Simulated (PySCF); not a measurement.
A search over the determinants of InN

Unrestricted PBE0; basis In x2c-TZVPPall, N x2c-TZVPPall; spin-free X2C with a Gaussian nucleus; PySCF 2.14. Outer shells of the fragments: In 4d10 5s2 5p1; N 2s2 2p3.

Followed along the bond (rough minima from three points):

```json
{"2Ms+1": "3", "unpaired": "π ↑↑", "⟨S²⟩ at the start": "2.01", "R at minimum (Å)": "2.22", "Te (eV)": "0.00"}
{"2Ms+1": "3", "unpaired": "σ ↑, π ↑", "⟨S²⟩ at the start": "2.03", "R at minimum (Å)": "2.07", "Te (eV)": "0.21"}
{"2Ms+1": "1", "unpaired": "π ↑↓", "⟨S²⟩ at the start": "1.00", "R at minimum (Å)": "2.21", "Te (eV)": "0.52"}
{"2Ms+1": "1", "unpaired": "σ ↓, π ↑", "⟨S²⟩ at the start": "1.02", "R at minimum (Å)": "2.05", "Te (eV)": "0.62"}
{"2Ms+1": "5", "unpaired": "σ ↑, π ↑↑↑", "⟨S²⟩ at the start": "6.01", "R at minimum (Å)": "none in the scan", "Te (eV)": "≤ 1.94"}
```

Solutions found at the starting distance of 2.045 Å, counted from the lowest of them; the search is not exhaustive and high or unbound solutions are not listed, so other states can lie among these:

```json
{"2Ms+1": "3", "unpaired": "π ↑↑", "term": "³Σ⁻", "E (eV)": "0.00", "⟨S²⟩": "2.01", "⟨Lz²⟩": "0.00", "μ (D)": "-1.69"}
{"2Ms+1": "3", "unpaired": "σ ↑, π ↑", "term": "³Π", "E (eV)": "0.05", "⟨S²⟩": "2.03", "⟨Lz²⟩": "1.02", "μ (D)": "-3.18"}
{"2Ms+1": "1", "unpaired": "σ ↓, π ↑", "term": "mixed", "E (eV)": "0.46", "⟨S²⟩": "1.02", "⟨Lz²⟩": "1.03", "μ (D)": "-3.47"}
{"2Ms+1": "1", "unpaired": "π ↑↓", "term": "mixed", "E (eV)": "0.51", "⟨S²⟩": "1.00", "⟨Lz²⟩": "2.01", "μ (D)": "-1.67"}
{"2Ms+1": "1", "unpaired": "none", "term": "¹Σ⁺", "E (eV)": "1.79", "⟨S²⟩": "0.00", "⟨Lz²⟩": "0.00", "μ (D)": "-5.15"}
{"2Ms+1": "1", "unpaired": "none", "term": "mixed", "E (eV)": "2.07", "⟨S²⟩": "0.00", "⟨Lz²⟩": "2.00", "μ (D)": "-1.55"}
{"2Ms+1": "5", "unpaired": "σ ↑, π ↑↑↑", "term": "⁵Π", "E (eV)": "2.24", "⟨S²⟩": "6.01", "⟨Lz²⟩": "1.00", "μ (D)": "-0.17"}
{"2Ms+1": "3", "unpaired": "σ ↓, π ↑↑↑", "term": "mixed", "E (eV)": "3.10", "⟨S²⟩": "3.02", "⟨Lz²⟩": "1.00", "μ (D)": "-0.28"}
{"2Ms+1": "1", "unpaired": "σ ↑, π ↑↓↓", "term": "mixed", "E (eV)": "3.41", "⟨S²⟩": "2.02", "⟨Lz²⟩": "3.02", "μ (D)": "-0.01"}
{"2Ms+1": "3", "unpaired": "π ↑↑", "term": "mixed", "E (eV)": "3.78", "⟨S²⟩": "2.08", "⟨Lz²⟩": "2.01", "μ (D)": "-2.65"}
{"2Ms+1": "3", "unpaired": "π ↑↑", "term": "mixed", "E (eV)": "4.02", "⟨S²⟩": "2.05", "⟨Lz²⟩": "2.01", "μ (D)": "-2.59"}
{"2Ms+1": "5", "unpaired": "σ ↑↑, π ↑↑", "term": "⁵Σ⁻", "E (eV)": "4.30", "⟨S²⟩": "6.01", "⟨Lz²⟩": "0.00", "μ (D)": "0.58"}
{"2Ms+1": "5", "unpaired": "σ ↑↑, π ↑↑", "term": "mixed", "E (eV)": "4.82", "⟨S²⟩": "6.01", "⟨Lz²⟩": "2.01", "μ (D)": "-2.22"}
{"2Ms+1": "5", "unpaired": "σ ↑↑, π ↑↑", "term": "mixed", "E (eV)": "5.09", "⟨S²⟩": "6.01", "⟨Lz²⟩": "2.01", "μ (D)": "-2.32"}
```

A term symbol is given only where ⟨S²⟩ and ⟨Lz²⟩ are close to those of a pure state; real π, δ and φ orbitals otherwise mix terms. A positive dipole means In(−)N(+).

Compare the gap between the two lowest followed solutions at the starting distance with the gap between their minima.

At PBE0 the second solution (triplet, unpaired electrons σ ↑, π ↑) lies +0.05 eV from the first (triplet, unpaired electrons π ↑↑) at 2.045 Å and +0.21 eV at the minima; the two curves relax by different amounts, since their minima lie near 2.07 and 2.22 Å.

Spin–orbit coupling is left out.
